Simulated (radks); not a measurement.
Species: Os8+. Configuration: [Kr] 4d10 4f14 5s2 5p5 5d1 (not the ground configuration).

Calculated with a radial shooting solver on a logarithmic mesh with Libxc functionals: scalar-relativistic Kohn-Sham, PBE, spin-polarised, spherical densities, finite nucleus; open shells are filled with parallel spins first (spin-orbit coupling, left out, can overturn this in heavy ions); Fermi nuclear charge, rms radius 5.4126 fm.

Energy parts (eV):
part                       energy
total                  -468956.55
kinetic                 519612.86
electron-nucleus      -1153789.07
Hartree                 174309.84
exchange-correlation     -9090.19

Orbitals (lengths in bohr, moments of r in powers of bohr; r(90%) holds 90 % of the orbital's charge):
orbital  occ.  eigenvalue (eV)  r(90%)
1s up       1        -73969.88  0.0323
1s down     1        -73969.75  0.0323
2s up       1        -12985.26   0.116
2s down     1        -12985.09   0.116
2p up       3        -11326.08   0.110
2p down     3        -11325.89   0.110
3s up       1        -3115.133   0.284
3s down     1        -3115.025   0.284
3p up       3        -2627.686   0.291
3p down     3        -2627.560   0.291
3d up       5        -2082.462   0.273
3d down     5        -2082.304   0.273
4s up       1        -752.9631   0.619
4s down     1        -752.7194   0.619
4p up       3        -592.9821   0.667
4p down     3        -592.7343   0.666
4d up       5        -394.1055   0.730
4d down     5        -393.7988   0.730
5s up       1        -208.7254    1.38
5s down     1        -206.6606    1.38
4f up       7        -172.7341   0.890
4f down     7        -172.2167   0.884
5p up       3        -165.1576    1.56
5p down     2        -162.8513    1.56
5d up       1        -111.5807    1.93
5d down     0        -109.2706    1.94

The highest occupied level is 5d up at -111.58 eV. The density falls to 0.001 e/bohr^3 at r = 2.53 bohr.
